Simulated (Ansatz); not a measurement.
Consider the substitution at a C–C bond: `C/N=C(/C)F` + `C#[C][Zr]([OH])([OH])[F]` → `C#[C][Zr]([OH])([F])[O]C` + `C/N=C\F`.

Program: Ansatz. Geometries: PBE0-D4/def2-TZVP. ΔE: electronic, gas phase. CCSD(T)/CBS adds triple-zeta CCSD(T) − MP2 to the extrapolated MP2 energy (def2 sets, frozen cores). Double bonds are as drawn, so ΔE can hold a change between cis and trans. Functionals use def2-TZVPP. Elements past krypton have def2 core potentials. For Zr outer-core shells are correlated without core-valence functions, which leaves a few kJ/mol of doubt a bond. Each species was taken in one conformer, which may not be the lowest.

```json
{"level": "r2SCAN0", "ΔE (kJ/mol)": "76.9"}
{"level": "MP2/def2-TZVPP", "ΔE (kJ/mol)": "73.5"}
```

(1) What does CCSD(T)/CBS give? (An estimate is asked.)

Largest T1 diagnostic among the species: 0.017.

Results:

(1) Computed: +73.9 kJ/mol. The listed levels differ from it by 3.0, -0.4 kJ/mol.

From BLYP to BHLYP (50 % exact exchange), in def2-TZVPP and without D4, ΔE moves by +8.5 kJ/mol. Leaving LDA and LC-ωPBE aside and taking each functional with its dispersion term where it has one, the values, not all of them listed here, spread over 14.0 kJ/mol, from BLYP-D4 to r2SCAN0-D4. LDA lies +9.0 kJ/mol from PBE without D4. At CCSD(T), def2-SVP lies −10.9 kJ/mol from the extrapolated value and def2-TZVPP −5.3 kJ/mol.

CCSD(T)/CBS has its own doubt, a few kJ/mol and more with outer-core shells, so smaller differences from it don't rank the levels.
